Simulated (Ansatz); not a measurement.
The first iterations of a band of CHFOSi (5 atoms, charge 0, multiplicity 1).

All numbers below come from RKS B3LYP/def2-SVP (Ansatz 0.2.0).

- movable images: 2
- climbing image: no
- spring: 5.0 eV/Å²
- optimiser: quadratic models (default)
- start path: through a guess of the saddle point
- force threshold: 0.05 eV/Å
- iteration limit: 60
- end points: relaxed

First end point:

```xyz
5
Properties=species:S:1:pos:R:3
O 0.480 1.399 0.461
C 0.101 0.215 0.168
Si 0.284 -1.355 -0.615
F -0.862 -2.344 0.036
H -0.003 2.085 -0.051
```

Last end point:

```xyz
5
Properties=species:S:1:pos:R:3
O 0.760 0.452 0.795
C 0.035 0.720 -0.173
Si 0.481 -1.122 -0.550
F -0.845 -1.778 0.182
H -0.431 1.728 -0.253
```

| iteration | highest image above the first end (eV) | largest band force component (eV/Å) |
| --- | --- | --- |
| 1 | 2.806 | 20.935 |
| 2 | 1.382 | 3.806 |
| 3 | 0.978 | 1.769 |
| 4 | 0.798 | 1.107 |
| 5 | 0.535 | 1.446 |

Question: Does the band converge within its limit, and where does its top end?

Answer: The forces met the threshold. It ended after 17 iterations with the highest image 0.209 eV above the first end. Neighbouring images differ by up to 1.8 eV, so the band resolves the path poorly. No image climbed, so the highest image needn't sit at the top of the path. A band with more images between the same ends climbed to 1.58 eV, so this one has probably stepped over the top. So few images can step over the top or miss a turn of the path. The orbitals stay closed-shell, which can raise the energy where a bond breaks towards radicals; this wasn't checked here.

The run took 100 s on 1 thread of Arm Neoverse N1, with other jobs on the host, peak memory 0.12 GiB.
